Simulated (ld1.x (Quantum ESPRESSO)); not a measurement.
## Logarithmic derivatives: O (Z = 8), PAW

```
Element                 : oxygen (O)
Generator               : ld1.x (Quantum ESPRESSO) 7.5
Type                    : PAW
Functional              : PBE
Relativity              : non-relativistic
Frozen core             : [He]
Valence charge          : 6
Reference configuration : 2s2 2p4
Partial waves           : 2s (bound): rcut 0.75, rcutus 0.80 bohr; 2s channel at 0.65 Ry: rcut 0.75, rcutus 0.80 bohr; 2p (bound): rcut 1.50, rcutus 1.80 bohr; 2p channel at 0.25 Ry: rcut 1.50, rcutus 1.80 bohr
Local potential         : all-electron potential smoothed inside 0.95 bohr (lloc = -2)
Core correction         : a·sin(br)/r model core, default radius (core density twice the valence density)
Augmentation charge     : BESSEL, radius 0.65 bohr
```

The phase is arctan(r·u′/u) with u = r·R(r), unwrapped; energies in Ry, scanned from -4 to 5 Ry. A pole is an energy at which the radial function vanishes at the test radius. The pseudo phase is shifted by a multiple of π to meet the all-electron one at the reference energy, and phase errors are pseudo minus all-electron; the curves can meet again beyond the range given. Levels narrower than the energy grid can be missing from the lists of poles.

| channel | radius (bohr) | reference energy (Ry) | poles, all-electron | poles, pseudo | unbroken range about the reference energy with phases within 0.05 rad | phase error 1 Ry above the reference energy (rad) |
| --- | --- | --- | --- | --- | --- | --- |
| s | 1.94 | -1.76 | -1.20 | -1.20 | the whole range | -0.000 |
| p | 1.94 | -0.66 | -0.04 | -0.04 | the whole range | +0.000 |

Phases in the p channel:

| E (Ry) | all-electron | pseudo |
| --- | --- | --- |
| -4.00 | 1.299 | 1.299 |
| -3.52 | 1.277 | 1.277 |
| -3.04 | 1.247 | 1.247 |
| -2.56 | 1.204 | 1.204 |
| -2.08 | 1.134 | 1.134 |
| -1.60 | 0.991 | 0.991 |
| -1.12 | 0.515 | 0.515 |
| -0.64 | -0.999 | -0.999 |
| -0.16 | -1.518 | -1.518 |
| 0.32 | -1.682 | -1.682 |
| 0.80 | -1.782 | -1.782 |
| 1.28 | -1.869 | -1.869 |
| 1.76 | -1.970 | -1.970 |
| 2.24 | -2.112 | -2.112 |
| 2.72 | -2.351 | -2.352 |
| 3.20 | -2.802 | -2.807 |
| 3.68 | -3.477 | -3.484 |
| 4.16 | -3.989 | -3.994 |
| 4.64 | -4.257 | -4.261 |
